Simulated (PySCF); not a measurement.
PySCF 2.14 output of an unrestricted BP86 calculation on a single atom or ion in def2-QZVPPD with the def2 core potential (60 electrons), with a scalar-relativistic core potential:

```
SCF conv_tol = 1e-09
number electrons alpha = 10  beta = 6
    A. D. Becke.,  Phys. Rev. A 38, 3098 (1988)
    J. P. Perdew.,  Phys. Rev. B 33, 8822 (1986)
cycle= 1 E= -104.031126982606  delta_E= -0.0108  |g|= 0.0227  |ddm|= 0.379
cycle= 2 E= -104.031164674399  delta_E= -3.77e-05  |g|= 0.0243  |ddm|= 0.0669
cycle= 3 E= -104.031374533886  delta_E= -0.00021  |g|= 0.00105  |ddm|= 0.0206
cycle= 4 E= -104.031375044825  delta_E= -5.11e-07  |g|= 0.000128  |ddm|= 0.00104
cycle= 5 E= -104.031375051484  delta_E= -6.66e-09  |g|= 1.34e-06  |ddm|= 0.000185
cycle= 6 E= -104.031375051485  delta_E= -9.38e-13  |g|= 6.61e-08  |ddm|= 1.64e-06
converged SCF energy = -104.031375051485  <S^2> = 6.0010456  2S+1 = 5.0004182
```

The run itself started from symmetry-adapted Hartree-Fock orbitals and held the occupation by maximum overlap, on a logarithmic radial grid, so the iterations belong to that start.

Question: Which element, charge and spin multiplicity is this?

Answer: Ir⁺ (iridium, charge +1), multiplicity 5; the state was [Xe] 4f14 5d7 6s1, high-spin 5F determinant.

Energies and moments cover only the electrons outside the core potential. Spin-orbit coupling, absent here, splits the open shell strongly.
